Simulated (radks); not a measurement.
Neutral tantalum inside a hard spherical wall (all orbitals vanish at R), configuration held at [Xe] 4f14 5d3 6s2 and not refilled when levels cross. Calculated with a radial shooting solver on a logarithmic mesh with Libxc functionals: scalar-relativistic Kohn-Sham, r2SCAN, spin-polarised, spherical densities, finite nucleus; open shells are filled with parallel spins first (spin-orbit coupling, left out, can overturn this in heavy ions); meta-GGA in the generalised Kohn-Sham scheme; Fermi nuclear charge, rms radius 5.3507 fm. Eigenvalues in eV for spin up, with the zero of energy where the potential of the charges vanishes at infinity; a dash marks a level that is unbound or too diffuse for the functional's potential to be trusted. A positive occupied level is held by the wall or, in an anion where self-interaction has pushed it up, behind a barrier. The pressure on the wall is -dE/dV.

R (bohr),E (hartree),kinetic (hartree),e(5p),e(4f),e(6s),e(5d),"e(6p, empty)","e(7s, empty)",pressure (GPa)
free,-15604.0051,17139.909,-41.221,-24.907,-6.121,-4.432,-1.399,-,0
20,-15604.0051,17139.909,-41.221,-24.907,-6.121,-4.432,-1.399,-,< 0.0001
12,-15604.0050,17139.910,-41.215,-24.901,-6.117,-4.427,-1.371,1.140,0.00101
10,-15604.0045,17139.916,-41.177,-24.862,-6.087,-4.392,-1.276,2.206,0.0154
8,-15603.9992,17139.960,-40.926,-24.607,-5.890,-4.170,-0.836,4.949,0.245
7,-15603.9863,17140.047,-40.511,-24.179,-5.544,-3.807,-0.169,7.991,1.02
6,-15603.9453,17140.280,-39.587,-23.209,-4.683,-2.993,1.348,13.778,4.48
4,-15603.3352,17142.814,-33.585,-16.509,4.070,3.052,14.736,52.930,127
3.5,-15602.6911,17145.246,-30.015,-12.279,11.804,7.348,25.586,80.209,351
3,-15601.2373,17150.681,-24.074,-5.129,27.418,15.167,46.193,127.99,1140
2,-15585.9856,17204.305,16.044,37.232,149.33,69.528,189.18,417.87,23500
